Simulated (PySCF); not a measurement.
# One molecule, several mistakes: B2ClHO

All numbers below are calculated, not measured. The program is PySCF 2.14.0, an open-source quantum chemistry code, run on an isolated molecule that a program drew, which may never have been made. The molecule is B2ClHO (charge 0, singlet), drawn as the SMILES string `O=BBCl`.

Each row is a Hartree-Fock (HF) and frozen-core CCSD(T) single point in the cc-pV(D+d)Z basis, meant for a local HF minimum. Run 1 is clean. Each other run has one planted mistake out of seven kinds, and not every kind appears here: one electron removed, one electron added, multiplicity raised by two, geometry at a saddle point, minimal basis STO-3G, one bond length entered in bohr, all coordinates scaled. The reference is restricted for singlets and unrestricted otherwise, and also for a bond in bohr. Adding or removing an electron swaps singlet and doublet. Electrons count all cores. HOMO and LUMO are orbital energies over both spins, the gradient is its largest component, and the lowest frequency (negative if imaginary) is given only where the gradient is small. Bond lengths are over the 4 bonds as drawn. T1 is the CCSD diagnostic: over 0.02 (restricted) or 0.045 (unrestricted) a single reference is doubtful.

Geometry of the clean run:
```xyz
5
B2ClHO, angstrom
O    -2.8046   -0.9141   -2.9758
B    -2.2079   -0.4435   -2.0655
B    -1.3772    0.2321   -0.7425
Cl    0.3318    0.5610   -0.8788
H    -1.9228    0.4916    0.2817
```

```
run  electrons  basis functions  <S^2>  HOMO (eV)  LUMO (eV)  gradient (hartree/bohr)  lowest frequency (cm^-1)  mean bond (Å)  longest bond (Å)      T1  HF (hartree)  CCSD(T) (hartree)                          mistake
  1         36               70  0.000     -12.60       0.43                  3.1e-05                       160         1.4556             1.746  0.0195    -584.40475         -584.92174                         no fault
  2         36               70  2.019      -7.95      -3.72                  3.1e-02                         -         1.4556             1.746  0.0407    -584.24040         -584.76294       multiplicity raised by two
  3         36               25  0.000     -10.70       4.24                  3.4e-02                         -         1.4556             1.746  0.0206    -577.82294         -578.00941             minimal basis STO-3G
  4         36               70  0.685     -10.70       0.00                  2.1e-02                         -         1.7201             2.247  0.0618    -584.28177         -584.80089  one bond length entered in bohr
  5         36               70  0.000     -12.22       1.14                  2.7e-01                         -         1.3101             1.571  0.0154    -584.32634         -584.82985                                ?
```

**Which mistake was planted in run 5, and what did it cost?**

The mean and the longest bond both change by the same factor, 0.900, and the gradient is no longer small. So the mistake is: all coordinates scaled. Subtracting run 1 and multiplying by 627.51 kcal/mol a hartree, the energy moved by 49.2 kcal/mol in HF and 57.7 kcal/mol in CCSD(T).

Cautions from the logs. Run 3: T1 is over the limit, so its CCSD(T) energy is less reliable; run 4: T1 is over the limit, so its CCSD(T) energy is less reliable.
